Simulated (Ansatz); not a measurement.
Geometry optimisation of Al₂B₃.

```yaml
crystal:
  periodic: [false, false, false]
  atoms:
    - {symbol: B, position_ang: [0.166830, -0.998000, 1.095540]}
    - {symbol: B, position_ang: [-0.207410, 0.965970, -1.117520]}
    - {symbol: B, position_ang: [-0.029900, -0.032730, -0.024170]}
    - {symbol: Al, position_ang: [-0.401610, 2.348160, -2.567360]}
    - {symbol: Al, position_ang: [0.472090, -2.283390, 2.613510]}
basis:
  gaussian: {orbitals: def2-SVP}
magnetization: {spin_polarized: true, initial_magnetization: 1}
hamiltonian: {xc: pbe0, dispersion: d4}
scf: {lower_state_search: "off"}
output: {orbitals: {seedname: orbitals}}
relax: {f_tol: 0.02, max_steps: 100}
```

```sh
$ ansatz run in.yaml --threads 4 --pin off --events-out ev --progress --plain --max-ram 4787MiB
```

Shortened log:

```
Functional definition: PBE0
mean field -15200.08596408 eV, -558.5928561917 hartree, gradient 2.4e-6 eV, S^2 1.707537; 0 other end points of the search recorded, 0 dependent functions left out
relax step   1: F+E_penalty+E_count = -15200.26272819 eV  Δ(F+E_penalty+E_count) = +0.000e0 eV  max|allowed force component| = 1.527e0 eV/Å  Δτ_max = 0.0000 Å  (172 SCF iters, accepted)
mean field -15200.33985266 eV, -558.6021864247 hartree, gradient 3.2e-6 eV, S^2 1.739426; 0 other end points of the search recorded, 0 dependent functions left out
relax step   2: F+E_penalty+E_count = -15200.51202391 eV  Δ(F+E_penalty+E_count) = -2.493e-1 eV  max|allowed force component| = 5.352e-1 eV/Å  Δτ_max = 0.1226 Å  (43 SCF iters, accepted)
mean field -15200.38188400 eV, -558.6037310481 hartree, gradient 2.8e-6 eV, S^2 1.770357; 0 other end points of the search recorded, 0 dependent functions left out
relax step   3: F+E_penalty+E_count = -15200.55179907 eV  Δ(F+E_penalty+E_count) = -3.978e-2 eV  max|allowed force component| = 3.225e-2 eV/Å  Δτ_max = 0.0763 Å  (38 SCF iters, accepted)
mean field -15200.38210998 eV, -558.6037393528 hartree, gradient 6.0e-6 eV, S^2 1.771344; 0 other end points of the search recorded, 0 dependent functions left out
relax step   4: F+E_penalty+E_count = -15200.55193852 eV  Δ(F+E_penalty+E_count) = -1.394e-4 eV  max|allowed force component| = 1.084e-2 eV/Å  Δτ_max = 0.0046 Å  (25 SCF iters, accepted)
mean field -15200.38237753 eV, -558.6037491849 hartree, gradient 2.6e-6 eV, S^2 1.771917; 0 other end points of the search recorded, 0 dependent functions left out
relax step   5: F+E_penalty+E_count = -15200.55214682 eV  Δ(F+E_penalty+E_count) = -2.083e-4 eV  max|allowed force component| = 1.136e-2 eV/Å  Δτ_max = 0.0150 Å  (36 SCF iters, accepted)
mean field -15200.38253062 eV, -558.6037548111 hartree, gradient 2.5e-6 eV, S^2 1.771797; 0 other end points of the search recorded, 0 dependent functions left out
relax step   6: F+E_penalty+E_count = -15200.55229811 eV  Δ(F+E_penalty+E_count) = -1.513e-4 eV  max|allowed force component| = 7.117e-3 eV/Å  Δτ_max = 0.0210 Å  (36 SCF iters, accepted)
Total energy: -15200.55232902 eV, -558.6099947872 hartree
Atom 0 at     0.191082    -1.061580     1.174410 Å, force     0.000967     0.006850    -0.000166 eV/Å
Atom 1 at    -0.189880     1.000154    -1.122660 Å, force    -0.001892    -0.003627     0.005124 eV/Å
Atom 2 at    -0.001666    -0.035906     0.029914 Å, force     0.001697     0.002329    -0.007117 eV/Å
Atom 3 at    -0.454421     2.456630    -2.736844 Å, force     0.001224    -0.005790     0.005857 eV/Å
Atom 4 at     0.454885    -2.359289     2.655181 Å, force    -0.001995     0.000239    -0.003698 eV/Å
Dipole moment:     0.124332    -0.629238     0.712405 e Å
Checks for a lower state left out: stability, starts, cluster_reference, orbital_swaps, neighbouring_geometries, increment
```

Hardware: 4 threads of Arm Neoverse V1 on a shared host. Wall time 8.5 s.

The charge 0 doublet is spin-contaminated (final ⟨S²⟩ up to 1.77, 0.75 for a pure state). The relaxation made no stability test and no search for a lower SCF solution. Another isomer (doublet) lies 2.13 eV lower at PBE0-D4/def2-TZVP; other spin states weren't run for this one.
